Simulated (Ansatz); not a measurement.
Reaction (alkene loss): `C[C](C)(C)[Ge]([F])([F])[F]` → `[F][GeH]([F])[F]` + isobutene

Computed with Ansatz on PBE0-D4/def2-TZVP structures; ΔE is electronic, products minus reactants. CBS: MP2 limit from def2 TZ/QZ plus the TZ coupled-cluster correction, frozen cores. This one scheme is used for every species. Functionals use def2-TZVPP. HSE06 is defined as in plane-wave codes. For Ge outer-core shells are correlated without core-valence functions, which leaves a few kJ/mol of doubt a bond. Scalar relativity is left out up to krypton.

| level | ΔE (kJ/mol) |
| --- | --- |
| LDA (SPW92) | 165.2 |
| r2SCAN-D4 | 138.4 |
| B97M-V | 124.7 |
| HSE06-D4 | 144.0 |
| r2SCAN | 133.9 |
| HSE06 | 130.7 |
| CCSD/def2-TZVPP | 133.2 |
| MP2/def2-QZVPP | 149.5 |

**Question.** What does CCSD(T)/CBS give? (An estimate is asked.)

**Answer.** The calculation gave: +141.3 kJ/mol. The listed levels differ from it by 23.9, -2.9, -16.6, 2.7, -7.4, -10.6, -8.1, 8.2 kJ/mol.

Largest T1 diagnostic among the species: 0.012.

At CCSD(T), def2-SVP lies −5.6 kJ/mol from the extrapolated value and def2-TZVPP −4.3 kJ/mol. The D4 term adds +25.0 kJ/mol with B3LYP and +14.0 kJ/mol with PBE0; it sums over pairs of atoms, weighted by their polarisabilities, and B3LYP, whose exchange is more repulsive, gets the larger term. From r2SCAN to r2SCAN0 (25 % exact exchange), in def2-TZVPP and without D4, ΔE moves by +5.1 kJ/mol.

B3LYP here is the variant with VWN-RPA as its local correlation; programs differ in this.
